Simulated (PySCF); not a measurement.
C₂H₃AlClF, SMILES [CH]([Al]([Cl])[F])=C. Geometry: PBE-D3(BJ)/def2-SVP. Other conformers were not sampled.

Method: PBE-D3(BJ)/def2-SVP (PySCF).

Harmonic wavenumbers (cm⁻¹): 83, 101, 198, 217, 297, 462, 462, 678, 866, 961, 969, 1017, 1219, 1370, 1597, 3037, 3070, 3129. Rotational constants (GHz): 3.339, 2.446, 1.412; symmetry number 1.

**Question.** Work out the zero-point energy and the ideal-gas rigid-rotor harmonic-oscillator thermochemistry at 298.15 K and 1 atm.

**Answer.** ZPE = ½ Σ hcν = ½ × 19734 cm⁻¹ = 28.21 kcal/mol. H − E(el) = 33.00 kcal/mol. Entropy in cal/(mol K): translation 39.96, rotation 27.72, vibration 15.19, total 82.88. G − E(el) = 8.29 kcal/mol. Cp = 22.84 cal/(mol K). Modes under 150 cm⁻¹ make the vibrational entropy uncertain.
